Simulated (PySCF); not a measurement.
A calculated (UHF, PySCF 2.14, 6-31G*, no relativity, point nucleus) atom or ion has these occupied shells.

```tsv
shell	electrons	orbital energy (eV)	rms radius, mean of both spins (bohr)
1s α	1	-13346.5	0.0506
1s β	1	-13346.2	0.0506
2s α	1	-1786.3	0.210
2s β	1	-1786.2	0.210
2p α	3	-1605.7	0.185
2p β	3	-1605.4	0.185
3s α	1	-280.52	0.599
3s β	1	-280.02	0.599
3p α	3	-215.43	0.612
3p β	3	-214.76	0.612
3d α	5	-98.808	0.650
3d β	5	-98.456	0.650
4s α	1	-39.809	1.80
4s β	1	-33.659	1.80
4p α	3	-23.544	2.12
4p β	1	-20.963	2.12
```

(1) Name the element and its charge.

Answers

(1) Br⁺ (bromine, charge +1), in [Ar] 3d10 4s2 4p4, high-spin 3P determinant.
